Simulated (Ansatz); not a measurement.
`C=CCCCCCCCCC[Si](Cl)(Cl)Cl` with charge +1. The state is a doublet with charge 1. Geometry PBE-D4/def2-SVP, that of the neutral singlet; atoms count from 1.

```xyz
36

C     5.5916   -1.9336    0.1020
C     4.3187   -2.1766    0.4610
C     3.7510   -1.9567    1.8359
C     2.6915   -0.8384    1.9131
C     1.4188   -1.1017    1.1031
C     0.3604   -0.0056    1.2502
C    -0.9152   -0.2688    0.4457
C    -1.9700    0.8326    0.5849
C    -3.2959    0.5457   -0.1334
C    -3.1925    0.3041   -1.6474
C    -2.5448    1.4398   -2.4592
Si   -3.4347    3.0887   -2.4590
Cl   -5.4756    2.8035   -2.6886
Cl   -3.1319    4.1793   -0.7195
Cl   -2.7476    4.2407   -4.0381
H     6.3308   -1.5563    0.8295
H     5.9464   -2.1051   -0.9264
H     3.6193   -2.5570   -0.3067
H     4.5783   -1.7257    2.5401
H     3.2869   -2.9044    2.1951
H     2.4148   -0.6879    2.9802
H     3.1518    0.1177    1.5786
H     1.6727   -1.2150    0.0256
H     0.9813   -2.0791    1.4115
H     0.0992    0.1157    2.3262
H     0.7960    0.9713    0.9399
H    -0.6405   -0.4024   -0.6250
H    -1.3551   -1.2431    0.7601
H    -1.5489    1.7992    0.2293
H    -2.1835    0.9945    1.6643
H    -3.9987    1.3855    0.0594
H    -3.7700   -0.3507    0.3235
H    -2.6157   -0.6261   -1.8398
H    -4.2099    0.1137   -2.0496
H    -1.5008    1.6420   -2.1336
H    -2.4782    1.1598   -3.5332
```

Single mean-field runs in def2-TZVP are fitted with def2-universal-jkfit.

Problem. Estimate the Mulliken populations of the heavy atoms from the PBE0/def2-TZVP orbitals of Ansatz.

Solution. 
```json
{"atom": "C1", "charge (e)": "-0.15", "spin (α − β)": "0.40"}
{"atom": "C2", "charge (e)": "-0.04", "spin (α − β)": "0.20"}
{"atom": "C3", "charge (e)": "-0.17", "spin (α − β)": "0.02"}
{"atom": "C4", "charge (e)": "-0.18", "spin (α − β)": "0.05"}
{"atom": "C5", "charge (e)": "-0.26", "spin (α − β)": "0.01"}
{"atom": "C6", "charge (e)": "-0.21", "spin (α − β)": "0.02"}
{"atom": "C7", "charge (e)": "-0.26", "spin (α − β)": "0.02"}
{"atom": "C8", "charge (e)": "-0.22", "spin (α − β)": "0.02"}
{"atom": "C9", "charge (e)": "-0.20", "spin (α − β)": "0.02"}
{"atom": "C10", "charge (e)": "-0.23", "spin (α − β)": "0.01"}
{"atom": "C11", "charge (e)": "-0.37", "spin (α − β)": "0.05"}
{"atom": "Si12", "charge (e)": "0.60", "spin (α − β)": "0.01"}
{"atom": "Cl13", "charge (e)": "-0.16", "spin (α − β)": "0.02"}
{"atom": "Cl14", "charge (e)": "-0.15", "spin (α − β)": "0.05"}
{"atom": "Cl15", "charge (e)": "-0.15", "spin (α − β)": "0.02"}
```
Mulliken values depend strongly on the basis.

Problem. Where does the spin sit?

Solution. Summed by element: C 0.83, Si 0.01, Cl 0.09, H 0.07, of 1 unpaired in all. Largest on single atoms: C1 0.40, C2 0.20, C11 0.05.

Problem. And the Mayer bond orders between heavy atoms (over 0.3)?

Solution. C1–C2 1.57 (1.34 Å); C2–C3 1.04 (1.50 Å); C3–C4 0.92 (1.54 Å); C4–C5 1.02 (1.53 Å); C5–C6 1.01 (1.53 Å); C6–C7 1.01 (1.53 Å); C7–C8 0.99 (1.53 Å); C8–C9 0.98 (1.54 Å); C9–C10 0.97 (1.54 Å); C10–C11 0.98 (1.54 Å); C11–Si12 0.99 (1.87 Å); Si12–Cl13 1.19 (2.07 Å); Si12–Cl14 1.16 (2.08 Å); Si12–Cl15 1.21 (2.07 Å).
